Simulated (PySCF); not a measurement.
**Dipole moment and polarisability of `C#CC(=C)c1cccs1`**

C8H6S.
SMILES with atom numbers: `[CH:1]#[C:2][C:3](=[CH2:4])[c:5]1[cH:6][cH:7][cH:8][s:9]1` (hydrogens: H10 on C1; H11, H12 on C4; H13 on C6; H14 on C7; H15 on C8)

Structure used (GFN2-xTB), in Å, numbered top down from 1:
```xyz
15
C8H6S angstrom
C     -2.6845    1.5952   -0.5917
C     -1.9806    0.6425   -0.4003
C     -1.1658   -0.5004   -0.1714
C     -1.7263   -1.6991    0.0346
C      0.2656   -0.2711   -0.1788
C      0.9234    0.9111   -0.3863
C      2.3252    0.7838   -0.3253
C      2.7229   -0.4901   -0.0729
S      1.3954   -1.5651    0.0967
H     -3.3008    2.4278   -0.7592
H     -1.1231   -2.5739    0.2083
H     -2.7947   -1.8236    0.0324
H      0.4119    1.8378   -0.5765
H      3.0069    1.6043   -0.4632
H      3.7200   -0.8713    0.0257
```

Level: wB97X-D/def2-SVPD (PySCF), static field, nuclei fixed, core orbitals frozen in the response. The polarisability tensor in these axes (au):

```
x   140.03  -1.29   2.12
y    -1.29 127.08 -11.67
z     2.12 -11.67  66.77
```

**Question.** Give the principal values, the mean and the anisotropy Δα = √{½[(α1 − α2)² + (α2 − α3)² + (α1 − α3)²]}.

**Answer.** Principal values 64.55, 129.02 and 140.33 au; mean 111.30 au = 16.49 Å³ = 18.35 × 10⁻⁴⁰ C²·m²/J; Δα = 70.80 au (64 % of the mean).

**Question.** What is the dipole moment, and where does it point?

**Answer.** (0.38, 0.46, -0.08) D, 0.60 D in size, pointing from the negative to the positive side. Measured along this direction, the outermost atoms are H12 at the negative end and H14 at the positive end.

**Question.** Along which axes do the principal values lie, and how far do the nuclei extend along each?

**Answer.** Largest value along (0.99, -0.14, 0.05), where the nuclei span 7.45 Å; middle along (0.15, 0.97, -0.18), 4.79 Å; least along (-0.02, 0.18, 0.98), 0.02 Å. The response follows the extents in order.

**Question.** In a dilute gas of rigid molecules at 500 K, how does the orientational term μ²/3kT compare with the electronic polarisability?

**Answer.** In Gaussian units μ²/3kT = 1.74 Å³ against 16.49 Å³, a ratio of 0.11; the Debye molar polarisation (4π/3)N_A(α + μ²/3kT) is 46.0 cm³/mol, leaving out the vibrational part.

**Question.** Molar refractivity from α?

**Answer.** Lorentz–Lorenz: R = (4π/3)N_A α = 2.5225 cm³/(mol·Å³) × 16.49 Å³ = 41.6 cm³/mol, in the limit of long wavelengths.

**Question.** Find the Langevin capture rate constant for H3+ (3.023 u) meeting this molecule (134.019 u), k = 2.342 × 10⁻⁹ cm³/s × √(α in Å³ / reduced mass in u).

**Answer.** The reduced mass is 2.96 u, so k = 5.53 × 10⁻⁹ cm³/s. The formula leaves out the permanent dipole, which adds to the capture rate.

**Question.** Refractivity n − 1 of an ideal gas of it at 298.15 K and 1 atm, from the electronic α?

**Answer.** N = p/kT = 2.4615 × 10¹⁹ cm⁻³, so n − 1 = 2π × N × 16.49 × 10⁻²⁴ cm³ = 2551 × 10⁻⁶ at long wavelengths, for an ideal gas.

Isolated species at its GFN2-xTB geometry (one conformer only).
